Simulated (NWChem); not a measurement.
Program: NWChem. System: C6H6S, charge 1, spin multiplicity 2, at the geometry of a parent with another charge or spin, in a state set for the comparison that need not be this species' ground state. Its SCF solution wasn't tested for a lower state. Level: UB3LYP/def2-SVP, VWN1-RPA local correlation.

Input file:

```
start mol
memory heap 200 mb stack 900 mb global 1100 mb
charge 1
geometry units angstroms nocenter noautoz
  S     -2.247180     0.391497     0.000000
  C     -0.509895     0.067898     0.000000
  C      0.356892     1.169167     0.000000
  C      1.735249     0.974686     0.000000
  C      2.270060    -0.313326     0.000000
  C      1.408385    -1.408790     0.000000
  C      0.027328    -1.225128     0.000000
  H     -2.648357    -0.896475     0.000000
  H     -0.051815     2.183002     0.000000
  H      2.398081     1.843664     0.000000
  H      3.351989    -0.462147     0.000000
  H      1.812048    -2.424479     0.000000
  H     -0.635175    -2.094556     0.000000
  symmetry group Cs
end
basis spherical
  * library def2-svp
end
dft
  xc b3lyp
  odft
  mult 2
  semidirect memsize 60000000 filesize 0
  iterations 100
end
task dft energy
```

Part of the output:

```
             Northwest Computational Chemistry Package (NWChem) 7.3.0
             --------------------------------------------------------

                                NWChem Input Module
                                -------------------

 Scaling coordinates for geometry "geometry" by  1.889725989
 (inverse scale =  0.529177249)

 Turning off AUTOSYM since
 SYMMETRY directive was detected!

                             Geometry "geometry" -> ""
                             -------------------------

 Output coordinates in angstroms (scale by  1.889725989 to convert to a.u.)

  No.       Tag          Charge          X              Y              Z
 ---- ---------------- ---------- -------------- -------------- --------------
    1 S                   16.0000    -2.24718000     0.39149700     0.00000000
    2 C                    6.0000    -0.50989500     0.06789800     0.00000000
    3 C                    6.0000     0.35689200     1.16916700     0.00000000
    4 C                    6.0000     1.73524900     0.97468600     0.00000000
    5 C                    6.0000     2.27006000    -0.31332600     0.00000000
    6 C                    6.0000     1.40838500    -1.40879000     0.00000000
    7 C                    6.0000     0.02732800    -1.22512800     0.00000000
    8 H                    1.0000    -2.64835700    -0.89647500     0.00000000
    9 H                    1.0000    -0.05181500     2.18300200     0.00000000
   10 H                    1.0000     2.39808100     1.84366400     0.00000000
   11 H                    1.0000     3.35198900    -0.46214700     0.00000000
   12 H                    1.0000     1.81204800    -2.42447900     0.00000000
   13 H                    1.0000    -0.63517500    -2.09455600     0.00000000

 Effective nuclear repulsion energy (a.u.)     318.8851127593

            Nuclear Dipole moment (a.u.)
            ----------------------------
        X                 Y               Z
 ---------------- ---------------- ----------------
     0.0000094486     0.0000056692     0.0000000000

      Symmetry information
      --------------------

 Group name             Cs
 Group number              2
 Group order               2
 No. of unique centers    13

      Symmetry unique atoms

     1    2    3    4    5    6    7    8    9   10   11   12   13


 Summary of "ao basis" -> "" (spherical)
 ------------------------------------------------------------------------------
       Tag                 Description            Shells   Functions and Types
 ---------------- ------------------------------  ------  ---------------------
 *                          def2-svp                  on all atoms

                                 NWChem DFT Module
                                 -----------------

 Summary of "ao basis" -> "ao basis" (spherical)
 ------------------------------------------------------------------------------
       Tag                 Description            Shells   Functions and Types
 ---------------- ------------------------------  ------  ---------------------
 S                          def2-svp                 8       18   4s3p1d
 C                          def2-svp                 6       14   3s2p1d
 H                          def2-svp                 3        5   2s1p

 Summary of "ao basis" -> "ao basis" (spherical)
 ------------------------------------------------------------------------------
       Tag                 Description            Shells   Functions and Types
 ---------------- ------------------------------  ------  ---------------------
[...]
  ----- ------------  ---------------      ----- ------------  ---------------
    13      0.480181   1 S  pz               10      0.332631   1 S  pz
    66      0.266449   5 C  pz               24     -0.252192   2 C  pz
    38     -0.198712   3 C  pz               69      0.194208   5 C  pz
     7      0.184578   1 S  pz               94     -0.184820   7 C  pz
    27     -0.171632   2 C  pz               41     -0.136552   3 C  pz

 Vector   30  Occ=0.000000D+00  E=-2.017477D-01  Symmetry=a"
              MO Center=  8.7D-01, -1.6D-01,  2.7D-16, r^2= 3.5D+00
   Bfn.  Coefficient  Atom+Function         Bfn.  Coefficient  Atom+Function
  ----- ------------  ---------------      ----- ------------  ---------------
    97      0.470385   7 C  pz               55      0.450577   4 C  pz
    83     -0.388252   6 C  pz               41     -0.369925   3 C  pz
    52      0.356610   4 C  pz               94      0.351714   7 C  pz
    80     -0.302289   6 C  pz               38     -0.282673   3 C  pz
    27     -0.094661   2 C  pz               69     -0.075684   5 C  pz

 Vector   31  Occ=0.000000D+00  E=-2.009232D-01  Symmetry=a"
              MO Center=  6.6D-01, -5.4D-02, -5.2D-15, r^2= 4.0D+00
   Bfn.  Coefficient  Atom+Function         Bfn.  Coefficient  Atom+Function
  ----- ------------  ---------------      ----- ------------  ---------------
    27      0.520472   2 C  pz               69      0.447715   5 C  pz
    24      0.395004   2 C  pz               66      0.363717   5 C  pz
    41     -0.351570   3 C  pz               83     -0.263931   6 C  pz
    38     -0.254384   3 C  pz               13     -0.249448   1 S  pz
    80     -0.216997   6 C  pz               97     -0.204169   7 C  pz

   alpha - beta orbital overlaps
   -----------------------------

   alpha      1      2      3      4      5      6      7      8      9     10
    beta      1      2      3      5      4      6      7      8      9     11
 overlap   1.000  1.000  1.000  1.000  1.000  1.000  1.000  1.000  1.000  1.000

   alpha     11     12     13     14     15     16     17     18     19     20
    beta     10     12     13     14     15     16     17     18     19     20
 overlap   1.000  0.999  0.998  0.999  0.999  1.000  0.999  1.000  1.000  0.999

   alpha     21     22     23     24     25     26     27     28     29     30
    beta     21     22     24     23     25     26     27     28     29     31
 overlap   0.999  0.999  0.995  0.997  0.982  0.982  0.984  0.999  0.991  0.985

   alpha     31     32     33     34     35     36     37     38     39     40
    beta     30     32     33     34     35     36     37     38     39     40
 overlap   0.987  1.000  0.998  0.999  0.999  0.999  0.999  0.999  1.000  1.000

   alpha     41     42     43     44     45     46     47     48     49     50
    beta     41     42     43     44     45     46     47     48     49     50
 overlap   0.920  0.913  0.989  0.989  0.988  0.994  0.996  0.999  0.997  0.997

   alpha     51     52     53     54     55     56     57     58     59     60
    beta     51     52     53     55     54     56     57     58     59     60
 overlap   0.997  0.998  0.999  0.888  0.999  0.887  0.999  0.926  0.951  0.948

   alpha     61     62     63     64     65     66     67     68     69     70
    beta     61     62     63     64     65     66     68     67     69     70
 overlap   0.954  0.981  0.959  0.981  0.982  0.984  0.992  0.999  0.999  0.998

   alpha     71     72     73     74     75     76     77     78     79     80
    beta     71     72     73     74     75     76     77     78     79     80
 overlap   0.991  0.995  0.996  1.000  0.999  0.999  0.997  0.995  0.998  0.996

   alpha     81     82     83     84     85     86     87     88     89     90
    beta     81     82     83     84     86     85     87     88     89     90
 overlap   0.999  1.000  0.999  0.999  1.000  1.000  1.000  0.999  1.000  1.000

   alpha     91     92     93     94     95     96     97     98     99    100
    beta     91     92     93     94     95     96     98     97     99    100
 overlap   1.000  1.000  1.000  0.998  1.000  0.997  1.000  0.999  0.997  0.997

   alpha    101    102    103    104    105    106    107    108    109    110
    beta    101    102    103    104    105    106    107    108    109    110
 overlap   0.998  1.000  0.998  1.000  1.000  1.000  1.000  1.000  1.000  0.961

   alpha    111    112    113    114    115    116    117    118    119    120
    beta    111    112    113    114    115    116    117    118    119    120
 overlap   0.961  0.999  1.000  0.997  0.998  0.999  1.000  1.000  1.000  1.000

   alpha    121    122    123    124    125    126    127    128    129    130
    beta    121    122    123    124    125    126    127    128    129    130
 overlap   0.999  0.999  1.000  1.000  1.000  1.000  0.999  0.999  1.000  1.000

   alpha    131    132
    beta    131    132
 overlap   1.000  1.000

     --------------------------
     Expectation value of S2:
     --------------------------
      <S2> =      0.7609 (Exact =     0.7500)

 center of mass
 --------------
 x =  -0.07095421 y =   0.03135679 z =   0.00000000

 moments of inertia (a.u.)
 ------------------
         340.443302764753         120.814731907922           0.000000000000
         120.814731907922        1127.155838819471           0.000000000000
           0.000000000000           0.000000000000        1467.599141584223

     Multipole analysis of the density
     ---------------------------------

     L   x y z        total         alpha         beta         nuclear
     -   - - -        -----         -----         ----         -------
     0   0 0 0      1.000000    -29.000000    -28.000000     58.000000

     1   1 0 0     -0.210978      0.464423     -0.675411      0.000009
     1   0 1 0     -0.358333     -0.288786     -0.069552      0.000006
     1   0 0 1     -0.000000     -0.000000     -0.000000      0.000000

     2   2 0 0    -15.397318   -321.375644   -307.182999    613.161325
     2   1 1 0      0.922138     29.998519     27.829491    -56.905872
     2   1 0 1     -0.000000     -0.000000     -0.000000      0.000000
     2   0 2 0    -25.815325   -115.988319   -114.562109    204.735104
     2   0 1 1     -0.000000     -0.000000     -0.000000      0.000000
     2   0 0 2    -35.905933    -19.081746    -16.824187      0.000000

 Task  times  cpu:       57.6s     wall:       57.6s

 Total times  cpu:       57.6s     wall:       57.6s
```
